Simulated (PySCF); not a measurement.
GaFClBr, SMILES [F][Ga]([Cl])[Br]. Atoms are numbered in the order given.

```xyz
4

Ga    -0.3215    -0.4887     0.0000
F     -2.0119    -0.8902     0.0000
Cl     1.0630    -2.0899     0.0000
Br     0.2858     1.6769     0.0000
```

Coordinates come from a PBE0-D3(BJ)/def2-SVP optimisation. The structure was generated by enumeration; whether it is a known compound was not checked.

Calculation: PBE0-D3(BJ)/def2-SVP (PySCF 2.14.0).

Frequencies are harmonic and unscaled.

```csv
mode,ν (cm⁻¹),IR (km/mol),moving atoms (share of kinetic energy)
1,105,3.8,"Cl 44 %, Ga 26 %, Br 22 %, F 8 %"
2,151,21.0,"Ga 56 %, F 28 %, Cl 11 %"
3,167,21.6,"F 72 %, Cl 12 %, Br 10 %"
4,311,19.8,"Br 46 %, Ga 33 %, Cl 15 %"
5,458,75.4,"Cl 57 %, Ga 40 %"
6,731,71.3,"F 77 %, Ga 23 %"
```
